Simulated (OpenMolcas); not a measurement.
Tm3+: CASPT2 settings compared

```
Program             : OpenMolcas
Basis               : ANO-R3 [9s8p5d5f3g2h]
Scalar Hamiltonian  : X2C, finite nucleus
Active space        : 12 electrons in 7 orbitals (4f)
State averaging     : 2S+1 = 3 even, 18 roots; 2S+1 = 1 even, 27 roots kept (CI in the orbitals of an earlier block)
Spin-orbit coupling : state interaction with AMFI integrals over the reference wave functions, term energies averaged over their components
```

Methods on the same reference wave functions:
A. CASSCF
B. SS-CASPT2, IPEA 0 Eh, imaginary shift 0.1 Eh (closed shells correlated: 5s 5p)
C. SS-CASPT2, IPEA 0.2 Eh, real shift 0.05 Eh (closed shells correlated: 5s 5p)
D. XMS-CASPT2, IPEA 0.5 Eh, imaginary shift 0.2 Eh (closed shells correlated: 4d 5s 5p)

Energies in cm-1 above 4f12 3H6, the measured ground level; measured values from the list in Tchang-Brillet, Wyart, Meftah and Ait Mammar, Atoms 6, 52 (2018).

| Level | A | B | C | D | Measured |
| --- | --- | --- | --- | --- | --- |
| 4f12 3H6 | 0.0 | 0.0 | 0.0 | 0.0 | 0.0 |
| 4f12 3F4 [53 %] | 6809 | 5570 | 5650 | 5890 |  |
| 4f12 3H5 | 8310 | 8330 | 8330 | 8350 | 8217 |
| 4f12 3H4 [59 %] | 13306 | 12720 | 12740 | 12850 | 12547 |
| 4f12 3F3 | 16325 | 14130 | 14290 | 14900 | 14410 |
| 4f12 3F2 | 17862 | 15350 | 15500 | 15920 | 15090 |
| 4f12 1G4 [57 %] | 21949 | 21870 | 21830 | 21610 | 21174 |

Deviations, from unrounded energies. A percentage is the sum of absolute deviations over the sum of measured energies, with the sign that they share, or ± where signs differ.

```csv
Against measurement,Levels,A,B,C,D
mean absolute deviation (cm-1),5,1300,310,300,440
fine structure of the ground term (%),2,+4.1,+1.4,+1.5,+2.1
other terms of the ground configuration (%),3,+10.8,±2.4,±2.3,+3.5
```

B, C lie about equally close to measurement and A furthest from it. The largest miss of C in the table is 4f12 1G4 [57 %], by +650 cm-1. The ranking rests on the paired levels alone, and a cruder setting can come out closer through cancelling errors.

Among B to D the level of the table that moves most is 4f12 3F3, by 770 cm-1 (lowest in B, highest in D). Moves below CASPT2's spread within the term are not significant.

The mean deviations of B to D differ by less than CASPT2's widest spread within a term (1900 cm-1), so their order carries little weight.

From A to B the spin-free energies of the other terms of 4f12 shown, above 3H, scale by factors of 0.72 to 1.03.

The lowest spin-free term lies below A's lowest term by 1.150 hartree in B, 1.145 hartree in C, 1.815 hartree in D.

CASPT2 breaks the degeneracy within a term, and the mean is taken; among the terms shown or strongly mixed into the levels shown the widest spread is 1900 cm-1 (4f12 3H, D). Terms from blocks run as CI alone lack orbitals of their own. Without dynamic correlation excited terms often stand tens of per cent too high (terms of higher spin than the ground term too low), and those without a measured partner can miss by more than the paired ones (holds for A). Measured partners are found by configuration, term and J. A level has none where our copy of the source lacks it or the pairing is in doubt (some pairs that miss far off the trend of their configuration count as doubtful), and it then counts in no deviation. Only configurations of the active space appear. Levels that lie high or do not pair safely by name in every column are left out.

A share in square brackets marks a mixed level and gives the weight of the term that names it, the lowest over the columns.
